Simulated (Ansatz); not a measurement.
`C[O][Ga]([SH])[SH]` + `OB(S)Cl` → `CSB(O)Cl` + `[OH][Ga]([SH])[SH]`  (substitution at a C–O bond)

Computed with Ansatz on PBE0-D4/def2-TZVP structures; ΔE is electronic, products minus reactants. CBS: MP2 limit from def2 TZ/QZ plus the TZ coupled-cluster correction, frozen cores. Functionals use def2-TZVPP. B3LYP here is the variant with VWN-RPA as its local correlation; programs differ in this. For Ga outer-core shells are correlated without core-valence functions, which leaves a few kJ/mol of doubt a bond. Scalar relativity is left out up to krypton. One conformer a species, not always the lowest.

```tsv
level	ΔE (kJ/mol)	difference from CCSD(T)/CBS
PBE0-D4	-50.0	2.0
ωB97M-V	-49.3	2.7
B2PLYP	-47.5	4.5
r2SCAN	-49.7	2.3
PBE0	-50.2	1.8
B3LYP	-44.9	7.1
HF/def2-TZVPP	-39.3	12.7
MP2/def2-TZVPP	-53.4	-1.4
SCS-MP2/def2-TZVPP	-48.6	3.4
CCSD/def2-TZVPP	-45.2	6.8
CCSD(T)/def2-TZVPP	-46.4	5.6
HF/def2-QZVPP	-39.5	12.5
MP2/def2-QZVPP	-56.7	-4.7
HF/CBS(def2)	-39.5	12.5
MP2/CBS(def2)	-59.0	-7.0
CCSD/CBS(def2)	-50.7	1.3
CCSD(T)/CBS	-52.0	0
```

Largest T1 diagnostic among the species: 0.013.

In def2-TZVPP, CCSD(T) changes the Hartree–Fock value by −7.2 kJ/mol (the triples alone add −1.3 kJ/mol) and MP2 by −14.1 kJ/mol.
